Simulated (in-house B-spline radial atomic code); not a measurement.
Successive ionisation energies of holmium; each step leads to the configuration of the next row (after the last: [He] 2s2 2p1/2(2) 2p3/2(3)). Dirac energy differences include first-order Breit, QED and recoil terms. NIST's values go from ground level to ground level; the uncertainty of those that are theory runs from under 0.1 % in few-electron ions to several per cent in heavy many-electron ones. Computed with a radial B-spline atomic code at the basis-set limit: Dirac-Hartree-Fock, jj configuration that fills j = l - 1/2 first, finite nuclei.

A number in brackets counts the electrons of a j subshell.

| ion | configuration | ionisation energy (eV) | tabulated value (eV) | tabulated kind | computed minus tabulated (eV) | highest orbital | largest mean radius (bohr) |
| --- | --- | --- | --- | --- | --- | --- | --- |
| Ho46+ | [Ar] 3d3/2(3) | 3881.9 | 3880 | tabulated theory | 2 | 3d3/2 | 0.21652 |
| Ho47+ | [Ar] 3d3/2(2) | ? | ? | tabulated theory | ? | ? | ? |
| Ho48+ | [Ar] 3d3/2(1) | 4130.6 | 4131 | tabulated theory | 0 | 3d3/2 | 0.21411 |
| Ho49+ | [Ne] 3s2 3p6 | 4469.2 | 4469 | tabulated theory | 0 | 3p3/2 | 0.21296 |
| Ho50+ | [Ne] 3s2 3p1/2(2) 3p3/2(3) | ? | ? | tabulated theory | ? | ? | ? |
| Ho51+ | [Ne] 3s2 3p1/2(2) 3p3/2(2) | 4690.1 | 4693 | tabulated theory | -3 | 3p3/2 | 0.21121 |
| Ho52+ | [Ne] 3s2 3p1/2(2) 3p3/2(1) | 4801.9 | 4802 | tabulated theory | 0 | 3p3/2 | 0.21034 |
| Ho53+ | [Ne] 3s2 3p1/2(2) | ? | ? | tabulated theory | ? | ? | ? |
| Ho54+ | [Ne] 3s2 3p1/2(1) | 5258.0 | 5258 | tabulated theory | 0 | 3p1/2 | 0.20858 |
| Ho55+ | [Ne] 3s2 | 5493.5 | 5494 | tabulated theory | -1 | 3s1/2 | 0.20769 |
| Ho56+ | [Ne] 3s1 | 5611.1 | 5611 | tabulated theory | 0 | 3s1/2 | 0.20672 |
| Ho57+ | [He] 2s2 2p6 | 12495.6 | 12495 | tabulated theory | 1 | 2p3/2 | 0.085911 |

**Question.** Fill in the row of Ho47+.

**Answer.** ionisation energy (eV): 4005.5; tabulated value (eV): 4009; computed minus tabulated (eV): -4; highest orbital: 3d3/2; largest mean radius (bohr): 0.21527.

**Question.** Fill in the row of Ho50+.

**Answer.** ionisation energy (eV): 4579.2; tabulated value (eV): 4576; computed minus tabulated (eV): 3; highest orbital: 3p3/2; largest mean radius (bohr): 0.21208.

**Question.** Fill in the row of Ho53+.

**Answer.** ionisation energy (eV): 5134.3; tabulated value (eV): 5135; computed minus tabulated (eV): -1; highest orbital: 3p1/2; largest mean radius (bohr): 0.20948.

**Question.** Where is the largest jump?

**Answer.** From Ho56+ to Ho57+, by a factor of 2.23 (5611.1 to 12496 eV); the highest orbital goes from 3s1/2 to 2p3/2.
